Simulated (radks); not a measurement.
Spherical quantum dot in the effective-mass picture: electrons in a parabolic well V = omega^2 r^2 / 2 with omega = 1.08, all in effective atomic units (hartree* = m*/eps^2 hartree, bohr* = eps/m* bohr), one dielectric constant everywhere. Calculated with a radial shooting solver with Libxc functionals: non-relativistic Kohn-Sham, r2SCAN, spin-polarised, spherical densities, generalised Kohn-Sham scheme. Levels are named by radial order and angular momentum (1s, 1p, 1d, 2s, ...), and open shells are averaged over m.

N = 16, configuration 1s2 1p6 1d(up 5, down 3). This is the lowest configuration that the search found. Occupied and some empty levels:

level,occupation,eigenvalue (hartree*),<r> (bohr*)
1s up,1,9.2244,1.534
1s down,1,9.2435,1.510
1p up,3,9.7951,1.914
1p down,3,9.8350,1.904
1d up,5,10.447,2.185
1d down,3,10.497,2.184
2s up,0,10.591,1.897
2s down,0,10.618,1.909
1f up,0,11.169,2.401
1f down,0,11.223,2.405
2p up,0,11.380,2.143
2p down,0,11.413,2.148

Energy (hartree*): total 106.190, kinetic 15.387, external 40.671, Hartree 57.557, exchange-correlation -7.4247.

Electron density:

r (bohr*),n(r) (e/bohr*^3)
0.188,0.1355
0.398,0.1490
0.608,0.1717
0.818,0.2004
1.03,0.2299
1.24,0.2535
1.45,0.2645
1.66,0.2577
1.87,0.2321
2.08,0.1912
2.29,0.1428
2.50,0.09629
2.71,0.05826
2.92,0.03162
3.13,0.01525
3.34,0.006554
3.55,0.002509
3.76,0.0008594
3.97,0.0002627
4.17,0.00007225
